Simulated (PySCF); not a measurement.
Bi(OH)2(OMe) (CH5BiO3), SMILES [OH][Bi]([OH])[O]C. Atoms are numbered in the order given.

```xyz
10

Bi    -0.0707     0.1521     0.4294
O      0.4205     1.6212    -0.9652
H     -0.2292     1.5707    -1.6814
O     -1.8969    -0.2589    -0.5021
H     -1.8327    -1.0968    -0.9802
O      0.9638    -1.4287    -0.4624
C      1.3014    -1.3950    -1.8198
H      1.4929    -0.3694    -2.1882
H      2.2207    -1.9857    -1.9777
H      0.5111    -1.8381    -2.4584
```

The structure is a stationary point at PBE0-D3(BJ)/def2-SVP. The structure was generated by enumeration; whether it is a known compound was not checked. The def2 effective core potentials stand for the cores of Bi; spin–orbit coupling is left out. The values are those of a single conformer.

Computed with PBE0-D3(BJ)/def2-SVP run with PySCF.

Frequencies are harmonic and unscaled.

Computed harmonic wavenumbers and intensities:
| mode | ν (cm⁻¹) | IR (km/mol) | Raman (Å⁴/amu) | depolarisation | moving atoms (share of kinetic energy) |
|---|---|---|---|---|---|
| 1 | 54 | 7.0 | 1.3 | 0.72 | O 46 %, H 28 %, C 25 % |
| 2 | 86 | 3.8 | 0.3 | 0.68 | H 80 %, O 15 % |
| 3 | 142 | 31.7 | 1.6 | 0.69 | O 71 %, H 22 % |
| 4 | 150 | 13.3 | 1.9 | 0.75 | O 81 %, H 15 % |
| 5 | 159 | 18.7 | 2.1 | 0.67 | O 58 %, C 20 %, H 17 % |
| 6 | 234 | 39.3 | 3.7 | 0.73 | H 81 %, O 11 % |
| 7 | 277 | 26.5 | 1.2 | 0.43 | O 35 %, H 28 %, C 28 %, Bi 9 % |
| 8 | 371 | 102.4 | 3.3 | 0.62 | H 90 %, O 9 % |
| 9 | 506 | 76.9 | 20.1 | 0.33 | O 77 % |
| 10 | 561 | 88.3 | 9.0 | 0.67 | O 90 % |
| 11 | 579 | 49.3 | 20.3 | 0.02 | O 91 % |
| 12 | 812 | 62.0 | 0.7 | 0.64 | H 91 %, O 8 % |
| 13 | 840 | 50.0 | 0.7 | 0.36 | H 91 %, O 9 % |
| 14 | 1133 | 203.5 | 6.0 | 0.34 | O 49 %, C 46 % |
| 15 | 1173 | 1.0 | 3.2 | 0.42 | H 77 %, C 18 % |
| 16 | 1186 | 0.5 | 3.8 | 0.25 | H 73 %, C 20 % |
| 17 | 1456 | 12.8 | 14.7 | 0.65 | H 91 %, C 8 % |
| 18 | 1471 | 9.2 | 16.5 | 0.70 | H 95 % |
| 19 | 1485 | 11.8 | 16.5 | 0.75 | H 95 % |
| 20 | 2985 | 98.7 | 159.4 | 0.04 | H 97 % |
| 21 | 3063 | 39.2 | 71.7 | 0.66 | H 91 %, C 9 % |
| 22 | 3098 | 27.6 | 161.6 | 0.52 | H 90 %, C 10 % |
| 23 | 3841 | 64.7 | 72.9 | 0.24 | H 94 % |
| 24 | 3860 | 56.3 | 71.1 | 0.25 | H 94 % |
